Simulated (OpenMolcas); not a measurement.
**V3+: moving or changing the point charges**

V3+ among 4 point charges of -1 e arranged as a tetrahedron (Td), 1.98 Å from the ion.

```
Program             : OpenMolcas
Method              : CASSCF
Basis               : ANO-RCC-VDZP [5s4p2d1f]
Scalar Hamiltonian  : DKH2, point nucleus
Active space        : 2 electrons in 5 orbitals (3d)
State averaging     : 2S+1 = 3 even, 10 roots; 2S+1 = 1 even, 15 roots
Spin-orbit coupling : RASSI with atomic mean-field integrals over the reference wave functions
```

Runs around this geometry, states (labels of Td). Energies in cm-1 above the lowest state or level, χT in cm3 K/mol; 10Dq and B are least-squares fits to the states below 45000 cm-1, weighted by degeneracy, with a free offset, and given where the rms deviation is under 5 % of |10Dq| (or 100 cm-1) and under 700 cm-1; 10Dq is negative for this site.

| R (Å) | q (e) | Ground state | First state of that spin | 10Dq | B (rms of fit) | First gap with spin-orbit (degeneracies) | χT at 300 K | First state of another spin |
| --- | --- | --- | --- | --- | --- | --- | --- | --- |
| 1.98 | -0.65 | 3A2 | 3T2 825.4 | -843 | 1087 (39) | 781.8 (3, 2) | 0.859 | 1E 14207 |
| 1.82 | -1 | 3A2 | 3T2 1799 | -1851 | 1082 (51) | 1746 (3, 1) | 0.900 | 1E 14632 |
| 1.98 | -1 | 3A2 | 3T2 1231 | -1263 | 1086 (44) | 1202 (3, 1) | 0.874 | 1E 14413 |
| 2.17 | -1 | 3A2 | 3T2 804.3 | -823 | 1088 (40) | 759.2 (3, 2) | 0.858 | 1E 14196 |

Taking |10Dq| as R^-n, n = -ln(823 / 1851) / ln(2.17 / 1.82) = 4.6 between the shortest and longest distance. The point-charge formula for a cubic d site gives n = 5.

Scaling the charges by -0.65 / -1 = 0.65 scales |10Dq| by 843 / 1263 = 0.67; with fixed orbitals a first-order splitting would follow the charge.

Without dynamic correlation the repulsion within the d shell is too large (B by tens of per cent), so at a given field states of lower spin stand too high. The ground term spreads over less than 5000 cm-1, several times less than with real ligands, so orbital moments are less quenched and χT lies further from the spin-only value than at real sites. Point charges carry no covalency, so the field is a model and not that of real ligands. No measured value stands beside these numbers.
